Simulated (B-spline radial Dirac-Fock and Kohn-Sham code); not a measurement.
# Two-hole binding energies of Re⁺

System: the Re⁺ ion, [Xe] 4f14 5d5 6s1, inside a Watson sphere of charge -1 and radius 3 Å (a model of the Madelung potential; inside it an electron's potential energy is raised by 4.8 eV).

Input of the calculation (task.json; shells as n, l, electrons):

```json
{"items": [{
  "Z": 75,
  "q": 1,
  "cfg": [[1, 0, 2], [2, 0, 2], [2, 1, 6], [3, 0, 2], [3, 1, 6], [3, 2, 10], [4, 0, 2], [4, 1, 6], [4, 2, 10], [4, 3, 14], [5, 0, 2], [5, 1, 6], [5, 2, 5], [6, 0, 1]],
  "A": 187,
  "rrms": 5.3698,
  "watson": [-1, 3.0],
  "do": ["binding", "quiet", "double"]
}]}
```

Run with: `python xray_run.py task.json out`

These are calculated numbers from an atomic code on a B-spline grid; the model is ΔSCF Dirac-Fock with Breit, self-energy and vacuum polarisation, finite nucleus, configuration average. U is the two-hole binding energy less the two single-hole energies, the effective repulsion of the holes after relaxation. Each two-hole energy is an average over J within one jj subconfiguration.

```csv
holes,E(a) (eV),E(b) (eV),E(ab) (eV),U (eV)
1s⁻¹ 3p1/2⁻¹,71685.8,2698.6,74505.6,121.2
1s⁻¹ 3p3/2⁻¹,71685.8,2385.7,74174.5,103.0
2s⁻¹ 2p3/2⁻¹,12548.5,10549.1,23293.7,196.0
2p3/2⁻²,10549.1,10549.1,21331.6,233.3
2p1/2⁻¹ 3s⁻¹,11972.6,2953.2,15012.9,87.2
2s⁻¹ 3d5/2⁻¹,12548.5,1897.2,14537.5,91.8
2p1/2⁻¹ 3p3/2⁻¹,11972.6,2385.7,14446.5,88.3
2p3/2⁻¹ 3d5/2⁻¹,10549.1,1897.2,12537.2,90.9
3p1/2⁻²,2698.6,2698.6,5465.8,68.7
3p1/2⁻¹ 3p3/2⁻¹,2698.6,2385.7,5143.1,58.8
3d5/2⁻²,1897.2,1897.2,?,?
4d3/2⁻¹ 4d5/2⁻¹,290.2,276.7,593.0,26.2
5p1/2⁻²,65.54,65.54,147.1,16.0
5p1/2⁻¹ 5p3/2⁻¹,65.54,54.60,134.7,14.5
```

Question: Give the missing two-hole energy and U.

Answer: E(ab) = 3863.0 eV and U = 68.7 eV.
